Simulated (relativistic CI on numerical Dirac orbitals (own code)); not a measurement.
**Transition arrays of Nb19+**

Computed by Dirac-Coulomb-Breit CI, KLI orbitals optimised for each configuration, model QED (radiative potential, 1s self-energy scaled to tabulated hydrogen-like ionisation energies), valence Slater integrals scaled by 0.9, whole transition arrays (own radial code, finite nucleus).

Configurations in the expansion (outside the closed core [Ne] 3s2): 3p⁶3d⁴, 3p⁶3d³4f, 3p⁵3d⁵, 3p⁶3d³4p, 3p⁶3d³5f. Levels of other configurations are missing.

All E1 lines from the levels of 3p⁶3d⁴; mean and standard deviation are weighted by gf, and upper levels are sorted by their leading configuration.

```csv
Upper configuration,Lines,Σgf,Mean (eV),Mean (nm),σ (eV),Strongest line (nm)
3p⁶3d³4f,2825,605.7,461.44,2.687,5.04,2.665
3p⁵3d⁵,3245,262.5,164.34,7.544,12.66,6.918
3p⁶3d³4p,1718,34.8,357.84,3.465,4.93,3.471
3p⁶3d³5f,2825,206.3,587.53,2.110,5.54,2.103
```

Σgf per state of the lower configuration in bins of 0.2 nm over the central range (centre: value): 2.1: 0.98, 2.7: 2.87, 3.5: 0.15, 6.9: 0.15, 7.1: 0.21, 7.3: 0.21, 7.5: 0.16, 7.7: 0.11, 7.9: 0.09, 8.1: 0.07, 8.3: 0.06.

Problem. How do configuration mixing and the scaling of the Slater integrals move the arrays?

Solution. Slater scale 0.9, no configuration mixing: 3p⁶3d³4f 461.4 ± 5.0 eV (Σgf 590.8), 3p⁵3d⁵ 164.6 ± 12.7 eV (Σgf 279.5), 3p⁶3d³4p 358.0 ± 4.9 eV (Σgf 35.9), 3p⁶3d³5f 587.3 ± 5.5 eV (Σgf 163.6); Slater scale 1: 3p⁶3d³4f 462.1 ± 5.5 eV (Σgf 610.6), 3p⁵3d⁵ 166.4 ± 13.6 eV (Σgf 263.6), 3p⁶3d³4p 357.9 ± 5.4 eV (Σgf 34.8), 3p⁶3d³5f 587.8 ± 6.1 eV (Σgf 208.3); Slater scale 0.8: 3p⁶3d³4f 460.8 ± 4.5 eV (Σgf 600.9), 3p⁵3d⁵ 162.3 ± 11.7 eV (Σgf 261.2), 3p⁶3d³4p 357.8 ± 4.4 eV (Σgf 34.9), 3p⁶3d³5f 587.3 ± 5.0 eV (Σgf 204.3). With mixing, levels are counted to their leading configuration, so an array can shrink or vanish into another, and the sums then hold other lines.
